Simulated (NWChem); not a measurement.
System: CH₆FNOSi; SMILES CN[Si@H](O)F

Input file for NWChem:

```
start job
memory heap 200 mb stack 900 mb global 1100 mb
geometry units angstroms noautosym nocenter noautoz
  C      0.235696    -2.351999     0.106665
  N     -0.055267    -1.058039    -0.497185
  Si    -0.263403     0.410881     0.330707
  O     -1.206817     1.368572    -0.634245
  F      1.090012     1.263538     0.602676
  H      0.042109    -2.300611     1.183225
  H     -0.409776    -3.138172    -0.305243
  H      1.282050    -2.660209    -0.028800
  H      0.012044    -1.037840    -1.507726
  H     -0.815127     0.112623     1.670057
  H     -1.030017     2.317792    -0.575170
end
basis spherical
  * library pcsseg-1
end
dft
  xc pbe0
  iterations 150
end
property
  shielding
end
task dft property
```

NWChem printed, in part:

```
             Northwest Computational Chemistry Package (NWChem) 7.3.0
             --------------------------------------------------------

                             Geometry "geometry" -> ""
                             -------------------------

 Output coordinates in angstroms (scale by  1.889725989 to convert to a.u.)

  No.       Tag          Charge          X              Y              Z
 ---- ---------------- ---------- -------------- -------------- --------------
    1 C                    6.0000     0.23569600    -2.35199900     0.10666500
    2 N                    7.0000    -0.05526700    -1.05803900    -0.49718500
    3 Si                  14.0000    -0.26340300     0.41088100     0.33070700
    4 O                    8.0000    -1.20681700     1.36857200    -0.63424500
    5 F                    9.0000     1.09001200     1.26353800     0.60267600
    6 H                    1.0000     0.04210900    -2.30061100     1.18322500
    7 H                    1.0000    -0.40977600    -3.13817200    -0.30524300
    8 H                    1.0000     1.28205000    -2.66020900    -0.02880000
    9 H                    1.0000     0.01204400    -1.03784000    -1.50772600
   10 H                    1.0000    -0.81512700     0.11262300     1.67005700
   11 H                    1.0000    -1.03001700     2.31779200    -0.57517000

 Effective nuclear repulsion energy (a.u.)     252.9647108602

                              NWChem Property Module
                              ----------------------

  itol2e modified to match energy
  convergence criterion.

                                 NWChem DFT Module
                                 -----------------

 Summary of "ao basis" -> "ao basis" (spherical)
 ------------------------------------------------------------------------------
       Tag                 Description            Shells   Functions and Types
 ---------------- ------------------------------  ------  ---------------------
 C                          pcsseg-1                 7       17   3s3p1d
 N                          pcsseg-1                 7       17   3s3p1d
 Si                         pcsseg-1                10       24   4s5p1d
 O                          pcsseg-1                 7       17   3s3p1d
 F                          pcsseg-1                 7       17   3s3p1d
 H                          pcsseg-1                 3        5   2s1p

  itol2e modified to match energy
  convergence criterion.

            General Information
            -------------------
          SCF calculation type: DFT
          Wavefunction type:  closed shell.
          No. of atoms     :    11
          No. of electrons :    50
           Alpha electrons :    25
            Beta electrons :    25
          Charge           :     0
          Spin multiplicity:     1
          Use of symmetry is: off; symmetry adaption is: off
          Maximum number of iterations: 150
          AO basis - number of functions:   122
                     number of shells:    56
          Convergence on energy requested:  1.00D-07
          Convergence on density requested:  1.00D-05
          Convergence on gradient requested:  5.00D-04

              XC Information
              --------------
                         PBE0 Method XC Functional
                     Hartree-Fock (Exact) Exchange  0.250
          PerdewBurkeErnzerhof Exchange Functional  0.750
            Perdew 1991 LDA Correlation Functional  1.000 local
           PerdewBurkeErnz. Correlation Functional  1.000 non-local

             Grid Information
             ----------------
          Grid used for XC integration:  fine
          Radial quadrature: Mura-Knowles
          Angular quadrature: Lebedev.
          Tag              B.-S. Rad. Rad. Pts. Rad. Cut. Ang. Pts.
          ---              ---------- --------- --------- ---------
          C                   0.70       70          13.0       590
          N                   0.65       70          10.0       590
          Si                  1.10      123          11.0       770
          O                   0.60       70          12.0       590
          F                   0.50       70          12.0       590
          H                   0.35       60          13.0       590
          Grid pruning is: on
          Number of quadrature shells:   763
          Spatial weights used:  Erf1

      Superposition of Atomic Density Guess
      -------------------------------------

 Sum of atomic energies:        -557.85572356

      Non-variational initial energy
      ------------------------------

 Total energy =    -559.953327
 1-e energy   =   -1272.237942
 2-e energy   =     459.319904
 HOMO         =      -0.318845
 LUMO         =       0.048147

   convergence    iter        energy       DeltaE   RMS-Dens  Diis-err
 ---------------- ----- ----------------- --------- --------- ---------
 d= 0,ls=0.0,diis     1   -560.6140265606 -8.14D+02  8.86D-03  1.07D+00
 d= 0,ls=0.0,diis     2   -560.6004062566  1.36D-02  4.77D-03  1.38D+00
 d= 0,ls=0.0,diis     3   -560.7124763405 -1.12D-01  6.78D-04  3.36D-02
 d= 0,ls=0.0,diis     4   -560.7147666403 -2.29D-03  2.25D-04  2.22D-03
 d= 0,ls=0.0,diis     5   -560.7149342198 -1.68D-04  7.60D-05  4.14D-04
  Resetting Diis
 d= 0,ls=0.0,diis     6   -560.7149731578 -3.89D-05  1.33D-05  5.42D-06
 d= 0,ls=0.0,diis     7   -560.7149736393 -4.81D-07  5.46D-06  4.50D-07
 d= 0,ls=0.0,diis     8   -560.7149736289  1.04D-08  2.90D-06  5.69D-07

         Total DFT energy =     -560.714973628864
      One electron energy =    -1277.298828315683
           Coulomb energy =      517.901569552983
    Exchange-Corr. energy =      -54.282425726395
 Nuclear repulsion energy =      252.964710860230

 Numeric. integr. density =       49.999995822243

                       DFT Final Molecular Orbital Analysis
                       ------------------------------------

[...]

          -----------------------------------------
          Chemical Shielding Tensors (GIAO, in ppm)
          -----------------------------------------

                                NWChem CPHF Module
                                ------------------

  scftype          =     RHF
  nclosed          =       25
  nopen            =        0
  variables        =     2425
  # of vectors     =        3
  tolerance        = 0.10D-03
  level shift      = 0.00D+00
  max iterations   =       50
  max subspace     =       30

 SCF residual:    1.5480457662828094E-004

Iterative solution of linear equations
  No. of variables     2425
  No. of equations        3
  Maximum subspace       30
        Iterations       50
       Convergence  1.0D-04

   iter   nsub   residual    time
   ----  ------  --------  ---------
     1      3    3.43D-01     148.0
     2      6    1.79D-02     165.3
     3      9    1.08D-03     181.9
     4     12    6.88D-05     201.1

      Atom:    1  C
        Diamagnetic
    240.0127     -3.8614      1.5970
     -3.8614    257.0506     -7.0085
      1.5970     -7.0085    241.3204

        Paramagnetic
    -85.9204      0.0143      3.2035
      0.0143    -79.5702    -12.5037
      3.2035    -12.5037   -101.9399

        Total Shielding Tensor
    154.0924     -3.8471      4.8005
     -3.8471    177.4804    -19.5121
      4.8005    -19.5121    139.3805

           isotropic =     156.9844
          anisotropy =      44.4295

          Principal Components and Axis System
                 1           2           3
              186.6041    153.5652    130.7839

      1        -0.1649      0.9780     -0.1276
      2         0.9055      0.2014      0.3734
      3        -0.3909      0.0540      0.9188

      Atom:    2  N
        Diamagnetic
    304.8148     -6.9176     -0.2911
     -6.9176    338.7962      1.5000
     -0.2911      1.5000    326.5341

        Paramagnetic
    -94.1118     -1.8295     -8.0142
     -1.8295   -114.9763     34.8405
     -8.0142     34.8405    -79.0923

        Total Shielding Tensor
    210.7030     -8.7471     -8.3053
     -8.7471    223.8199     36.3405
     -8.3053     36.3405    247.4417

           isotropic =     227.3216
          anisotropy =      73.0159

          Principal Components and Axis System
                 1           2           3
              275.9988    208.9530    197.0129

      1        -0.1789      0.9669      0.1819
      2         0.5823     -0.0450      0.8117
      3         0.7930      0.2511     -0.5550

      Atom:    3  Si
        Diamagnetic
    880.2552      0.1299      2.6569
      0.1299    884.1349      0.5734
      2.6569      0.5734    877.6781

        Paramagnetic
   -497.5280    -25.3340    -10.7384
    -25.3340   -483.7893     16.5837
    -10.7384     16.5837   -499.6313

        Total Shielding Tensor
    382.7272    -25.2042     -8.0815
    -25.2042    400.3455     17.1570
     -8.0815     17.1570    378.0468

           isotropic =     387.0398
          anisotropy =      57.8311

          Principal Components and Axis System
                 1           2           3
              425.5939    372.0486    363.4770

      1        -0.5219      0.5211      0.6753
      2         0.7702     -0.0524      0.6357
      3         0.3666      0.8519     -0.3740

      Atom:    4  O
        Diamagnetic
    383.8087     -6.6809     10.4318
     -6.6809    403.5958     -8.7630
     10.4318     -8.7630    382.7591

        Paramagnetic
    -90.7238      7.0204     10.0769
      7.0204   -105.8404    -12.3742
     10.0769    -12.3742   -112.4019

        Total Shielding Tensor
    293.0849      0.3395     20.5086
      0.3395    297.7554    -21.1371
     20.5086    -21.1371    270.3572

           isotropic =     287.0658
          anisotropy =      41.7619

          Principal Components and Axis System
                 1           2           3
              314.9071    295.5278    250.7626

      1         0.5053      0.7613     -0.4063
      2        -0.6661      0.6434      0.3773
      3         0.5486      0.0800      0.8322

      Atom:    5  F
        Diamagnetic
    483.4993     11.4146      5.0410
     11.4146    473.3300      2.8252
      5.0410      2.8252    464.6426

        Paramagnetic
   -135.1721     34.4328     -1.0359
     34.4328   -164.6933     -2.0162
     -1.0359     -2.0162   -205.9895

        Total Shielding Tensor
    348.3271     45.8474      4.0051
     45.8474    308.6367      0.8090
      4.0051      0.8090    258.6531

           isotropic =     305.2056
          anisotropy =     110.0315

          Principal Components and Axis System
                 1           2           3
              378.5600    278.6389    258.4180

      1         0.8357     -0.5450     -0.0678
      2         0.5483      0.8350      0.0458
      3         0.0316     -0.0754      0.9967

      Atom:    6  H
        Diamagnetic
     21.7771     -0.9390     -1.7316
     -0.9390     28.6259     -3.7966
     -1.7316     -3.7966     36.9558

        Paramagnetic
      3.3513      0.2844      1.3104
      0.2844      0.9998      0.5556
      1.3104      0.5556     -5.0868

        Total Shielding Tensor
     25.1284     -0.6546     -0.4212
     -0.6546     29.6257     -3.2410
     -0.4212     -3.2410     31.8690

           isotropic =      28.8744
          anisotropy =       7.9542

          Principal Components and Axis System
                 1           2           3
               34.1772     27.5658     24.8802

      1         0.0041     -0.3039      0.9527
      2        -0.5804      0.7751      0.2497
      3         0.8143      0.5540      0.1732

      Atom:    7  H
        Diamagnetic
     26.3336      5.9737      2.5720
      5.9737     36.9021      2.5385
      2.5720      2.5385     23.5724

        Paramagnetic
      0.4468     -2.7309     -0.8805
     -2.7309     -1.9009     -2.3435
     -0.8805     -2.3435      0.9699

        Total Shielding Tensor
     26.7804      3.2427      1.6916
      3.2427     35.0013      0.1951
      1.6916      0.1951     24.5423

           isotropic =      28.7747
          anisotropy =      11.0994

          Principal Components and Axis System
                 1           2           3
               36.1742     26.7119     23.4379

      1         0.3360      0.7627     -0.5526
      2         0.9396     -0.3117      0.1411
      3         0.0646      0.5666      0.8214

      Atom:    8  H
        Diamagnetic
     35.5621     -7.2048     -0.4616
     -7.2048     29.0022     -0.7503
     -0.4616     -0.7503     22.0012

        Paramagnetic
     -3.3831      2.4441      0.6596
      2.4441      1.2955     -0.9046
      0.6596     -0.9046      1.7445

        Total Shielding Tensor
     32.1791     -4.7608      0.1981
     -4.7608     30.2978     -1.6549
      0.1981     -1.6549     23.7457

           isotropic =      28.7408
          anisotropy =      11.2019

          Principal Components and Axis System
                 1           2           3
               36.2088     26.7997     23.2141

      1         0.7617      0.6307      0.1485
      2        -0.6407      0.6987      0.3185
      3         0.0972     -0.3377      0.9362

      Atom:    9  H
        Diamagnetic
     21.5100     -1.7052     -1.3851
     -1.7052     28.9143      1.3089
     -1.3851      1.3089     45.3826

        Paramagnetic
      0.7768      0.0675      0.4800
      0.0675      0.1311     -0.1495
      0.4800     -0.1495     -5.3756

        Total Shielding Tensor
     22.2869     -1.6377     -0.9051
     -1.6377     29.0454      1.1595
     -0.9051      1.1595     40.0070

           isotropic =      30.4464
          anisotropy =      14.6200

          Principal Components and Axis System
                 1           2           3
               40.1931     29.2569     21.8893

      1        -0.0604     -0.2119      0.9754
      2         0.1120      0.9696      0.2176
      3         0.9919     -0.1224      0.0348

      Atom:   10  H
        Diamagnetic
     25.3171      0.7615     -5.4701
      0.7615     25.5881     -2.0739
     -5.4701     -2.0739     36.6340

        Paramagnetic
     -0.1149     -0.2284      2.3514
     -0.2284     -0.8774      1.3539
      2.3514      1.3539     -6.0264

        Total Shielding Tensor
     25.2021      0.5332     -3.1188
      0.5332     24.7106     -0.7200
     -3.1188     -0.7200     30.6075

           isotropic =      26.8401
          anisotropy =       7.9427

          Principal Components and Axis System
                 1           2           3
               32.1352     24.6464     23.7386

      1        -0.4149      0.1413      0.8988
      2        -0.1173      0.9713     -0.2068
      3         0.9023      0.1912      0.3864

      Atom:   11  H
        Diamagnetic
     22.8974     -0.0485      2.4742
     -0.0485     46.4227     -2.3108
      2.4742     -2.3108     21.7320

        Paramagnetic
      0.9450      0.2321     -1.2585
      0.2321     -3.6527      0.5236
     -1.2585      0.5236      0.8191

        Total Shielding Tensor
     23.8424      0.1836      1.2156
      0.1836     42.7700     -1.7872
      1.2156     -1.7872     22.5511

           isotropic =      29.7212
          anisotropy =      19.8089

          Principal Components and Axis System
                 1           2           3
               42.9271     24.5428     21.6936

      1         0.0040      0.8684     -0.4959
      2         0.9962      0.0397      0.0777
      3        -0.0871      0.4944      0.8649
```

Level: PBE0/pcSseg-1, GIAO. Coordinates come from a B3LYP/6-31G* (spherical d) optimisation. The printed shielding anisotropy is the first printed principal value minus the mean of the other two.
